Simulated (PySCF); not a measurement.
This PySCF input asks for the NMR shieldings of SMILES C=CC[Si@@H](F)[SiH2]P, C$_{3}$H$_{10}$FPSi$_{2}$; the geometry comes from GFN2-xTB.

```python
import basis_set_exchange as bse
import numpy as np
from pyscf import gto, dft
from pyscf.prop import nmr

atoms = """
C    -1.570248   -1.549658    0.451986
C    -1.957643   -0.334492    0.105285
C    -1.387491    0.429142   -1.041045
Si    0.015328    1.577326   -0.430605
F    -0.681463    2.684671    0.526157
Si    1.531750    0.445942    0.899541
P     2.241534   -1.399520   -0.165015
H    -1.988849   -2.063981    1.299683
H    -0.823870   -2.086423   -0.113059
H    -2.703922    0.188173    0.688820
H    -0.980780   -0.262042   -1.779832
H    -2.168930    1.016098   -1.524544
H     0.487433    2.405041   -1.542128
H     2.678486    1.293321    1.276155
H     0.986296   -0.055915    2.168581
H     2.944599   -0.718541   -1.143011
H     3.370773   -1.557115    0.612044
"""
names = dict.fromkeys(["C", "Si", "F", "P", "H"], "pcSseg-1")
basis = {el: gto.basis.parse(bse.get_basis(n, elements=[el], fmt="nwchem")) for el, n in names.items()}
mol = gto.M(atom=atoms, basis=basis, charge=0, verbose=0)
mf = dft.RKS(mol, xc="PBE0")
mf.grids.level = 2
mf.grids.alignment = dft.numint.BLKSIZE   # the property module wants whole blocks of grid points
mf.conv_tol = 1e-9
mf.kernel()

calc = nmr.RKS(mf)   # GIAO
C = mf.mo_coeff
Co = C[:, mf.mo_occ > 0]
resp = mf.gen_response(singlet=True, hermi=2)
def vind(x):   # induced exchange potential for any number of trial vectors
    d = np.einsum("pi,xij,qj->xpq", C, 2 * x.reshape(-1, C.shape[1], Co.shape[1]), Co, optimize=True)
    return np.einsum("xpq,pi,qj->xij", resp(d - d.transpose(0, 2, 1)), C, Co, optimize=True).ravel()
mo1, _ = nmr.rhf.solve_mo1(calc, with_cphf=vind)
sigma = calc.kernel(mo1)
for i, s in enumerate(sigma):   # ppm
    w = np.linalg.eigvalsh((s + s.T) / 2)
    print("%2d %-2s iso %8.1f  s11 %8.1f  s22 %8.1f  s33 %8.1f" % (i, mol.atom_pure_symbol(i), w.mean(), *w))
```

**Question.** What are the results?

**Answer.** 
```
 0 C  iso     62.3  s11    -51.0  s22     79.0  s33    158.9
 1 C  iso     45.1  s11    -78.3  s22     48.6  s33    164.8
 2 C  iso    157.7  s11    143.7  s22    155.9  s33    173.3
 3 Si iso    315.1  s11    248.7  s22    315.3  s33    381.2
 4 F  iso    397.6  s11    347.7  s22    403.5  s33    441.6
 5 Si iso    448.6  s11    416.3  s22    448.5  s33    481.0
 6 P  iso    635.6  s11    577.3  s22    609.5  s33    719.9
 7 H  iso     26.2  s11     23.3  s22     26.0  s33     29.3
 8 H  iso     25.8  s11     21.6  s22     26.8  s33     29.1
 9 H  iso     25.3  s11     22.8  s22     25.6  s33     27.6
10 H  iso     30.1  s11     27.1  s22     29.2  s33     34.2
11 H  iso     29.3  s11     25.6  s22     27.3  s33     35.1
12 H  iso     25.9  s11     22.8  s22     24.5  s33     30.2
13 H  iso     27.5  s11     22.9  s22     25.7  s33     33.9
14 H  iso     27.6  s11     24.5  s22     25.8  s33     32.4
15 H  iso     31.0  s11     25.5  s22     28.2  s33     39.3
16 H  iso     30.5  s11     24.8  s22     26.9  s33     39.8
```

These numbers come from an equivalent density-fitted implementation of the same equations, which agrees with the script to about 0.01 ppm for H and up to a few tenths of a ppm for heavy atoms, so last digits may differ.

**Question.** Turn these shieldings into chemical shifts. Chemical shifts δ = σref − σ; 13C (σref 186.93) and 29Si (σref 349.16) and 1H (σref 31.72) vs TMS; 19F (σref 170.95) vs CFCl3; H3PO4 for 31P (σref 318.38), all at this level.

**Answer.** Averaging equivalent atoms: C 1: 141.9; C 0: 124.6; C 2: 29.3; Si 3: 34.1; Si 5: -99.5; F 4: -226.7; P 6: -317.2; H 9: 6.38; H 8: 5.89; H 12: 5.86; H 7: 5.51; H 13: 4.21; H 14: 4.15; H 11: 2.38; H 10: 1.58; H 15/16: 0.97 ppm. Unscaled 19F shifts against computed CFCl3 carry errors that often reach 10 to 50 ppm. Experimental scales use liquid or dissolved standards, which lie at an offset from isolated H3PO4.

Size and cost of the density-fitted run: 190 basis functions, 25 s wall time on 1 thread of an Arm Neoverse V2, shared host; peak memory 0.84 GiB.
